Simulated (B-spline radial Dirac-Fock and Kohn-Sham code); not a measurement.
A summary of the ionisation energies of samarium (Z = 62) against charge, from Dirac-Fock ΔSCF + Breit + QED and from the NIST table. The largest relative steps of the computed values, from charge +5 on, come at Sm⁵⁺ (57 electrons left, 59.52 to 96.39 eV); Sm³⁴⁺ (28 electrons left, 1379.7 to 2382.4 eV); Sm⁵²⁺ (10 electrons left, 4655.1 to 10700.2 eV); Sm⁶⁰⁺ (2 electrons left, 13262.5 to 53982.8 eV). The median of |NIST − computed| / NIST over the 62 ions is 1.11 %.

```
charge  computed (eV)  NIST (eV)
     0           4.68   5.643722
     4          59.52       62.7
     8          130.8        141
    12          225.9        237
    16          475.7        474
    20          621.1        617
    24          777.1        782
    28         1071.5       1060
    32         1332.3       1332
    36         2584.9       2569
    40         3008.6       3028
    44         3719.2       3669
    48         4127.1       4227
    52        10700.2      10494
    56        11849.8      12264
    60        53982.8   53986.12
```
